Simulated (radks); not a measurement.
Results of a calculation; reference values are marked as such.
Task: These are the eigenvalues of the occupied orbitals of an atom or ion with whole-number occupations (eV). Code: a radial shooting solver on a logarithmic mesh with Libxc functionals. Model: Dirac Kohn-Sham, LDA (Slater exchange, Perdew-Wang correlation), spin-unpolarised, spherical densities, finite nucleus; Fermi nuclear charge, rms radius of each element as measured or else 0.836 A^(1/3) + 0.57 fm.

| orbital | eigenvalue |
|---|---|
| 1s1/2 | -43313.84 |
| 2s1/2 | -7003.637 |
| 2p1/2 | -6629.177 |
| 2p3/2 | -6109.763 |
| 3s1/2 | -1518.677 |
| 3p1/2 | -1358.302 |
| 3p3/2 | -1254.669 |
| 3d3/2 | -974.1444 |
| 3d5/2 | -951.7171 |
| 4s1/2 | -301.3842 |
| 4p1/2 | -240.8618 |
| 4p3/2 | -218.2474 |
| 4d3/2 | -118.5758 |
| 4d5/2 | -114.5833 |
| 5s1/2 | -40.4501 |
| 5p1/2 | -24.2564 |
| 5p3/2 | -21.1925 |
| 6s1/2 | -3.6288 |
| 4f5/2 | -2.0298 |

Which element is it, and in what charge state? The configuration may be excited. Open shells, if any, fill j = l - 1/2 first.

Result: Z = 60, neodymium, charge 0: Nd in [Xe] 4f4 6s2. The list shows which subshells hold electrons but not how many an open one holds; the 1s level, -1591.8 hartree, gives Z - s = 56.4 by -(Z - s)^2/2, which with screening and relativity narrows Z to a few neighbours, and the depths of the outer levels then fix element, charge and occupations together.
